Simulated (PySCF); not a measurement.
A structure optimised at PBE0-D3(BJ)/def2-TZVPD, used in a PySCF frequency run:

```xyz
4

O      0.0000     0.0000     0.0757
H      0.8132     0.4695    -0.2018
H      0.0000    -0.9390    -0.2018
H     -0.8132     0.4695    -0.2018
```
Charge +1, spin multiplicity 1.

Problem. Write its SMILES, formula and point group.

Solution. [OH3+], H₃O, C3v

Problem. What are its rotational constants (standard atomic weights)?

Solution. 330.54, 330.54, 189.54 GHz
